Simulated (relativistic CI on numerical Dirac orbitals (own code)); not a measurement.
Rh2+: resonant inelastic scattering at the L2,3 edge

Computed with this model: Dirac-Coulomb-Breit CI, separate exchange-only KLI orbitals for each configuration, model QED, valence Slater integrals scaled by 0.7, Kramers-Heisenberg scattering through one core-hole configuration in a parametric crystal field; configurations [Kr] 4d7 → [He] 2s2 2p5 3s2 3p6 3d10 4s2 4p6 4d8; 80 K; core-hole width 0.96 eV; summed over polarisations. Incident energies are the highest absorption maxima for each field (at most a few, so the weaker spin-orbit partner edge can be absent), on the computed scale of the free ion. Intensities are in per cent of the strongest line above 0.02 eV; levels within 1 cm⁻¹ are merged; final levels count from the ground level, the first row holds all elastic scattering, lines under 0.4 are left out and each table stops after 24 rows. The scale of the Slater integrals is a model choice and moves the terms in proportion.

Field parameters in Wybourne normalisation: D4h B²₀ = −7Ds, B⁴₀ = 21(Dq − Dt), B⁴₄ = 21√(5/14) Dq. The field is a parameter set, without covalency.

S is read from ⟨S²⟩ = S(S + 1).

D4h, 10Dq = 23400, Ds = -1500, Dt = 490 cm⁻¹:

```
Final level (eV)  Degeneracy  Irrep     S  3005.4 eV  3006.2 eV  3149 eV
           0.000           2     Γ7  0.55      284.9      420.3     48.1
           0.416           2     Γ6  0.57       76.9       92.4     21.1
           0.914           2     Γ6  1.47        9.0        4.2      1.5
           0.963           2     Γ6  1.49        9.7        3.4      0.9
           1.032           2     Γ7  1.49       12.5        7.0      2.0
           1.123           2     Γ7  1.48       21.6        5.6      6.7
           1.805           2     Γ7  1.47       44.4       16.8      2.1
           1.837           2     Γ6  1.48       19.6        5.2      3.6
           2.241           2     Γ7  0.57       56.0       95.7     10.8
           2.246           2     Γ6  0.54       36.7       67.7     17.4
           2.462           2     Γ6  0.53       48.5       27.1      9.8
           2.522           2     Γ7  0.54       21.4       55.2     24.5
           2.666           2     Γ7  0.54       50.4       88.4      1.2
           2.847           2     Γ6  0.55       21.1       21.7     42.7
           2.881           2     Γ7  0.55       30.0      100.0     52.9
           3.148           2     Γ6  0.53       27.7       24.7     10.4
           3.351           2     Γ6  1.46        1.0        0.8      0.4
           3.600           2     Γ6  0.53       17.7       32.0     17.6
           3.760           2     Γ6  1.48        0.7        1.2      0.1
           3.812           2     Γ6  1.48        1.0        1.0      0.3
           3.835           2     Γ7  1.44        1.1        1.5      0.7
           3.918           2     Γ7  1.13        3.7       10.1      4.5
           3.948           2     Γ6  1.46        0.5        0.5      0.5
           4.006           2     Γ7  1.07        3.6        8.0      4.5
```

D4h, 10Dq = 23400, Ds = -860, Dt = 490 cm⁻¹:

```csv
Final level (eV),Degeneracy,Irrep,S,3005.2 eV,3006.2 eV,3149 eV
0.000,2,Γ7,0.56,282.2,392.4,39.1
0.119,2,Γ6,0.55,82.4,100.0,26.2
0.831,2,Γ6,1.49,10.8,3.6,0.8
0.883,2,Γ6,1.49,12.3,2.9,0.5
0.953,2,Γ7,1.49,15.0,5.2,1.8
1.049,2,Γ7,1.47,22.8,4.7,6.0
1.526,2,Γ7,1.49,42.7,13.2,1.9
1.555,2,Γ6,1.48,21.0,3.9,3.0
2.189,2,Γ7,0.53,66.3,82.8,6.8
2.194,2,Γ6,0.55,38.3,89.5,10.2
2.318,2,Γ6,0.53,50.1,16.3,15.2
2.343,2,Γ7,0.54,11.6,65.0,24.8
2.649,2,Γ7,0.53,42.7,69.6,6.5
2.795,2,Γ6,0.54,23.3,17.2,28.0
2.829,2,Γ7,0.56,23.2,91.4,39.7
2.846,2,Γ6,0.52,32.7,20.8,13.8
3.173,2,Γ7,1.48,0.4,0.5,0.1
3.198,2,Γ6,1.46,1.2,0.8,0.2
3.327,2,Γ6,0.53,18.5,34.9,20.5
3.651,2,Γ6,1.49,0.5,0.7,0.1
3.694,2,Γ6,1.48,0.8,0.6,0.1
3.724,2,Γ7,1.48,0.5,0.8,0.2
3.866,2,Γ7,0.71,6.4,21.6,9.2
3.963,2,Γ6,0.73,2.0,7.6,8.7
```

D4h, 10Dq = 23400, Ds = -210, Dt = 490 cm⁻¹:

```tsv
Final level (eV)	Degeneracy	Irrep	S	3005.2 eV	3006.2 eV	3149 eV
0.000	2	Γ6	0.54	248.9	357.0	38.9
0.186	2	Γ7	0.57	75.2	86.3	22.5
0.931	2	Γ6	1.49	15.3	2.8	1.6
0.987	2	Γ6	1.49	29.4	7.7	1.6
1.054	2	Γ7	1.49	25.6	6.7	1.7
1.159	2	Γ7	1.47	14.4	3.3	3.8
1.423	2	Γ7	1.49	1.6	1.3	0.2
1.454	2	Γ6	1.48	23.0	5.8	5.3
2.213	2	Γ7	0.53	27.7	100.0	10.1
2.267	2	Γ6	0.56	19.3	89.8	14.5
2.357	2	Γ6	0.52	34.6	33.9	20.2
2.379	2	Γ7	0.53	37.8	22.4	14.0
2.719	2	Γ6	0.52	77.2	60.0	12.6
2.796	2	Γ7	0.53	23.6	48.4	11.3
2.876	2	Γ6	0.52	24.2	41.8	23.5
2.927	2	Γ7	0.56	5.6	12.1	29.8
3.205	2	Γ7	1.49	0.4	0.6	0.1
3.221	2	Γ6	0.99	17.9	21.5	11.5
3.232	2	Γ6	1.16	10.4	14.7	9.3
3.694	2	Γ6	1.49	0.9	0.7	0.1
3.729	2	Γ6	1.48	0.7	0.5	0.1
3.779	2	Γ7	1.46	0.3	0.5	0.0
4.051	2	Γ7	0.65	3.0	12.0	6.2
4.177	2	Γ7	0.62	1.8	6.7	5.7
```

For the first field the strongest loss at the lowest incident energy is the level at 0.42 eV (S = 0.57, against 0.55 in the thermal ground state). Levels of other spin, the first over 8 % at 0.91 eV, appear because spin-orbit coupling of the core hole, and in heavier ions of the valence shell too, mixes spins.
